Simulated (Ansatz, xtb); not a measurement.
**Relative energy of two isomers of C4H4Cl2Si**

Structure X is `Cl[Si]1(Cl)C=CC=C1`, a singlet and structure Y is `ClC1=C[Si@@H](Cl)C=C1`, a singlet. Both are isolated molecules in the gas phase, relaxed with PBE-D3(BJ)/def2-SVP.

**Question.** Which of the two would you expect CCSD(T)/def2-SVP + ΔMP2/def2-TZVPP electronic energies to favour?

**Answer.** Structure X; the calculation gives E(Y) − E(X) = +145.5 kJ/mol.

Level by level:

```json
{"level": "GFN2-xTB", "geometry": "GFN2-xTB", "E(Y) − E(X) (kJ/mol)": "+69.9", "departure from the last row (kJ/mol)": "−75.5", "job, with rough time for the two": "optimisation, 0.2 s"}
{"level": "HF/STO-3G", "geometry": "GFN2-xTB", "E(Y) − E(X) (kJ/mol)": "+137.4", "departure from the last row (kJ/mol)": "−8.0", "job, with rough time for the two": "single point, 0.66 s"}
{"level": "r2SCAN-D4/def2-SVP", "geometry": "GFN2-xTB", "E(Y) − E(X) (kJ/mol)": "+142.1", "departure from the last row (kJ/mol)": "−3.3", "job, with rough time for the two": "single point, 7.5 s"}
{"level": "PBE-D3(BJ)/def2-SVP", "geometry": "PBE-D3(BJ)/def2-SVP", "E(Y) − E(X) (kJ/mol)": "+136.1", "departure from the last row (kJ/mol)": "−9.4", "job, with rough time for the two": "optimisation, 30 s"}
{"level": "HF/def2-SVP", "geometry": "PBE-D3(BJ)/def2-SVP", "E(Y) − E(X) (kJ/mol)": "+159.4", "departure from the last row (kJ/mol)": "+14.0", "job, with rough time for the two": "part of the CCSD(T) run"}
{"level": "MP2/def2-SVP", "geometry": "PBE-D3(BJ)/def2-SVP", "E(Y) − E(X) (kJ/mol)": "+144.1", "departure from the last row (kJ/mol)": "−1.3", "job, with rough time for the two": "part of the CCSD(T) run"}
{"level": "CCSD(T)/def2-SVP", "geometry": "PBE-D3(BJ)/def2-SVP", "E(Y) − E(X) (kJ/mol)": "+142.3", "departure from the last row (kJ/mol)": "−3.1", "job, with rough time for the two": "single point"}
{"level": "CCSD(T)/def2-SVP + ΔMP2/def2-TZVPP", "geometry": "PBE-D3(BJ)/def2-SVP", "E(Y) − E(X) (kJ/mol)": "+145.5", "departure from the last row (kJ/mol)": "", "job, with rough time for the two": "single point, 87 s"}
```

As drawn, Y has 1 C–Cl, 1 Si–H in place of 1 Cl–Si, 1 C–H.

The levels shown agree on the order. The largest departure from CCSD(T)/def2-SVP + ΔMP2/def2-TZVPP is that of GFN2-xTB, 75.5 kJ/mol. The last row adds to CCSD(T) the change of the MP2 difference between the two basis sets, here +3.1 kJ/mol.

With thermal terms from frequencies at re-optimised GFN2-xTB minima (ideal gas, soft modes damped towards free rotors, one conformer each, 298.15 K, 1 atm): the zero-point term adds −8.0 kJ/mol; ΔH is +137.2 and ΔG +136.6 kJ/mol.

The correlated steps freeze 19 core orbitals. Mirror images aren't counted in ΔG. Programs: Ansatz 0.2.0, xtb 6.7.1; the last row on 2 threads of Arm Neoverse V1 on a shared host.
